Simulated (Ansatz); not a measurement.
`N=C[SiH]1C=N1` → `N=C1N=C[SiH2]1`  (isomerisation)

Computed with Ansatz on PBE0-D4/def2-TZVP structures; ΔE is electronic, products minus reactants. CCSD(T)/CBS adds triple-zeta CCSD(T) − MP2 to the extrapolated MP2 energy (def2 sets, frozen cores). Functionals use def2-TZVPP. B3LYP here is the variant with VWN-RPA as its local correlation; programs differ in this. HSE06 is defined as in plane-wave codes. One conformer a species, not always the lowest.

`N=C[SiH]1C=N1`:

Z-matrix (Å, degrees):
```
Si
C 1 1.864
N 1 1.801 2 117.0
C 1 1.784 2 120.9 3 47.7
H 1 1.473 2 114.3 3 -146.0
N 2 1.270 1 118.1 3 152.4
H 2 1.100 1 118.7 3 -27.8
H 4 1.091 1 160.8 2 84.0
H 6 1.022 2 111.9 1 179.8
```

`N=C1N=C[SiH2]1`:

Z-matrix (Å, degrees):
```
Si
C 1 1.887
C 1 1.901 2 68.9
H 1 1.486 2 117.9 3 112.7
H 1 1.486 2 117.9 3 -112.7
N 2 1.291 1 97.2 3 0.0
H 2 1.088 1 142.2 3 -180.0
N 3 1.253 1 141.2 2 -180.0
H 8 1.024 3 110.2 1 180.0
```

```json
{"level": "LDA (SPW92)", "ΔE (kJ/mol)": "-36.4", "difference from CCSD(T)/CBS": "-14.6"}
{"level": "PBE-D4", "ΔE (kJ/mol)": "-24.4", "difference from CCSD(T)/CBS": "-2.6"}
{"level": "revPBE-D4", "ΔE (kJ/mol)": "-25.1", "difference from CCSD(T)/CBS": "-3.3"}
{"level": "BLYP-D4", "ΔE (kJ/mol)": "-19.3", "difference from CCSD(T)/CBS": "2.5"}
{"level": "r2SCAN-D4", "ΔE (kJ/mol)": "-18.9", "difference from CCSD(T)/CBS": "2.9"}
{"level": "B97M-V", "ΔE (kJ/mol)": "-16.3", "difference from CCSD(T)/CBS": "5.5"}
{"level": "PBE0-D4", "ΔE (kJ/mol)": "-28.6", "difference from CCSD(T)/CBS": "-6.8"}
{"level": "B3LYP-D4", "ΔE (kJ/mol)": "-23.0", "difference from CCSD(T)/CBS": "-1.2"}
{"level": "r2SCAN0-D4", "ΔE (kJ/mol)": "-23.4", "difference from CCSD(T)/CBS": "-1.6"}
{"level": "HSE06-D4", "ΔE (kJ/mol)": "-28.5", "difference from CCSD(T)/CBS": "-6.7"}
{"level": "BHLYP-D4", "ΔE (kJ/mol)": "-27.5", "difference from CCSD(T)/CBS": "-5.7"}
{"level": "CAM-B3LYP-D4", "ΔE (kJ/mol)": "-26.3", "difference from CCSD(T)/CBS": "-4.5"}
{"level": "ωB97X-V", "ΔE (kJ/mol)": "-27.4", "difference from CCSD(T)/CBS": "-5.6"}
{"level": "ωB97M-V", "ΔE (kJ/mol)": "-21.4", "difference from CCSD(T)/CBS": "0.4"}
{"level": "B2PLYP", "ΔE (kJ/mol)": "-20.8", "difference from CCSD(T)/CBS": "1.0"}
{"level": "PBE", "ΔE (kJ/mol)": "-22.8", "difference from CCSD(T)/CBS": "-1.0"}
{"level": "revPBE", "ΔE (kJ/mol)": "-18.5", "difference from CCSD(T)/CBS": "3.3"}
{"level": "BLYP", "ΔE (kJ/mol)": "-15.3", "difference from CCSD(T)/CBS": "6.5"}
{"level": "r2SCAN", "ΔE (kJ/mol)": "-18.7", "difference from CCSD(T)/CBS": "3.1"}
{"level": "PBE0", "ΔE (kJ/mol)": "-27.3", "difference from CCSD(T)/CBS": "-5.5"}
{"level": "r2SCAN0", "ΔE (kJ/mol)": "-23.1", "difference from CCSD(T)/CBS": "-1.3"}
{"level": "HSE06", "ΔE (kJ/mol)": "-27.4", "difference from CCSD(T)/CBS": "-5.6"}
{"level": "BHLYP", "ΔE (kJ/mol)": "-25.7", "difference from CCSD(T)/CBS": "-3.9"}
{"level": "CAM-B3LYP", "ΔE (kJ/mol)": "-25.0", "difference from CCSD(T)/CBS": "-3.2"}
{"level": "LC-ωPBE", "ΔE (kJ/mol)": "-28.2", "difference from CCSD(T)/CBS": "-6.4"}
{"level": "RPA@PBE/def2-TZVPP", "ΔE (kJ/mol)": "-22.7", "difference from CCSD(T)/CBS": "-0.9"}
{"level": "HF/def2-SVP", "ΔE (kJ/mol)": "-38.7", "difference from CCSD(T)/CBS": "-16.9"}
{"level": "MP2/def2-SVP", "ΔE (kJ/mol)": "-29.9", "difference from CCSD(T)/CBS": "-8.1"}
{"level": "CCSD/def2-SVP", "ΔE (kJ/mol)": "-31.5", "difference from CCSD(T)/CBS": "-9.7"}
{"level": "CCSD(T)/def2-SVP", "ΔE (kJ/mol)": "-32.0", "difference from CCSD(T)/CBS": "-10.2"}
{"level": "HF/def2-TZVPP", "ΔE (kJ/mol)": "-28.0", "difference from CCSD(T)/CBS": "-6.2"}
{"level": "MP2/def2-TZVPP", "ΔE (kJ/mol)": "-22.6", "difference from CCSD(T)/CBS": "-0.8"}
{"level": "SCS-MP2/def2-TZVPP", "ΔE (kJ/mol)": "-22.9", "difference from CCSD(T)/CBS": "-1.1"}
{"level": "CCSD/def2-TZVPP", "ΔE (kJ/mol)": "-23.0", "difference from CCSD(T)/CBS": "-1.2"}
{"level": "CCSD(T)/def2-TZVPP", "ΔE (kJ/mol)": "-23.4", "difference from CCSD(T)/CBS": "-1.6"}
{"level": "HF/def2-QZVPP", "ΔE (kJ/mol)": "-26.8", "difference from CCSD(T)/CBS": "-5.0"}
{"level": "MP2/def2-QZVPP", "ΔE (kJ/mol)": "-21.3", "difference from CCSD(T)/CBS": "0.5"}
{"level": "SCS-MP2/def2-QZVPP", "ΔE (kJ/mol)": "-21.6", "difference from CCSD(T)/CBS": "0.2"}
{"level": "MP2/CBS(def2)", "ΔE (kJ/mol)": "-21.0", "difference from CCSD(T)/CBS": "0.8"}
{"level": "CCSD/CBS(def2)", "ΔE (kJ/mol)": "-21.4", "difference from CCSD(T)/CBS": "0.4"}
{"level": "CCSD(T)/CBS", "ΔE (kJ/mol)": "-21.8", "difference from CCSD(T)/CBS": "0"}
```

Largest T1 diagnostic among the species: 0.016.

In def2-TZVPP, CCSD(T) changes the Hartree–Fock value by +4.6 kJ/mol (the triples alone add −0.4 kJ/mol) and MP2 by +5.4 kJ/mol. Leaving LDA and LC-ωPBE aside and taking each functional with its dispersion term where it has one, the values spread over 12.3 kJ/mol, from PBE0-D4 to B97M-V. LDA lies −13.6 kJ/mol from PBE without D4. From PBE to PBE0 (25 % exact exchange), in def2-TZVPP and without D4, ΔE moves by −4.6 kJ/mol.
